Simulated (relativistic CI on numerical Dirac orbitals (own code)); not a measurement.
Re3+: O2,3 absorption edge

Computed with this model: Dirac-Coulomb-Breit CI, KLI orbitals optimised for each configuration, QED by a radiative potential, valence Slater integrals scaled by 0.8, multiplet model of core-to-valence dipole absorption; configurations [Xe] 4f14 5d4 → [Kr] 4d10 4f14 5s2 5p5 5d5; 10 K; Lorentzian 0.6 eV and Gaussian 0.3 eV FWHM. Energies are those of the free ion, without screening or charge transfer. The branching ratio is the share of the lower-energy edge in the whole absorption, uncertain by about 0.02 where the edges overlap. S is read from ⟨S²⟩ = S(S + 1).

Field parameters in Wybourne normalisation: D3d B²₀ = −7Dσ, B⁴₀ = −14Dq − 21Dτ, B⁴₃ = −14√(10/7) Dq; Oh B⁴₀ = 21Dq, B⁴₄ = √(5/14) B⁴₀; Td as Oh with Dq negative (B⁴₀ = 21Dq, B⁴₄ = √(5/14) B⁴₀). The field is a parameter set, without covalency.

free ion: ground-state S = 1.79, centroid 47.65 eV. Peaks (eV, height): 45.0 (100), 46.7 (35), 49.0 (26), 50.4 (44), 52.0 (11), 56.3 (7).

Td, 10Dq = -17200 cm⁻¹: ground-state S = 0.58, centroid 50.15 eV. Peaks (eV, height): 44.6 (100), 45.3 (84), 46.1 (91), 47.0 (95), 49.0 (52), 50.3 (41), 51.9 (34), 56.1 (39), 57.5 (29), 58.8 (49), 60.5 (24).

Oh, 10Dq = 38300 cm⁻¹: ground-state S = 1.00, centroid 50.63 eV. Peaks (eV, height): 40.5 (49), 41.9 (10), 43.1 (12), 45.9 (70), 48.2 (100), 50.1 (27), 50.8 (28), 52.1 (20), 53.0 (13), 55.4 (12), 57.3 (9), 59.5 (96), 61.4 (14), 62.7 (14), 63.0 (14).

D3d, 10Dq = 12350, Dσ = -260, Dτ = 110 cm⁻¹: ground-state S = 1.47, centroid 48.34 eV. Peaks (eV, height): 41.8 (11), 42.0 (11), 45.1 (100), 46.7 (62), 48.3 (45), 50.6 (33), 51.8 (28), 58.8 (24), 59.6 (16).

Td, 10Dq = -12300 cm⁻¹: ground-state S = 1.12, centroid 48.72 eV. Peaks (eV, height): 45.2 (97), 46.2 (100), 48.0 (46), 49.6 (45), 50.8 (47), 56.8 (13), 58.2 (22), 59.8 (25).

Oh, 10Dq = 40800 cm⁻¹: ground-state S = 1.00, centroid 50.76 eV. Peaks (eV, height): 40.4 (56), 42.7 (13), 45.4 (49), 46.1 (72), 48.5 (100), 50.4 (25), 51.3 (26), 52.5 (19), 55.9 (13), 58.0 (11), 59.7 (98), 61.8 (13), 63.2 (13).

Strongest unbroadened transitions for Oh, 10Dq = 38300 cm⁻¹:

```tsv
Energy (eV)	Relative strength
40.47	72.8
45.13	34.6
45.73	21.5
45.87	52.0
45.99	16.3
46.31	10.3
47.13	14.8
47.45	32.1
47.63	14.6
47.76	10.5
48.17	100.0
48.47	12.3
48.64	54.5
50.01	12.0
51.07	12.7
52.12	12.8
59.45	78.6
59.53	53.3
```
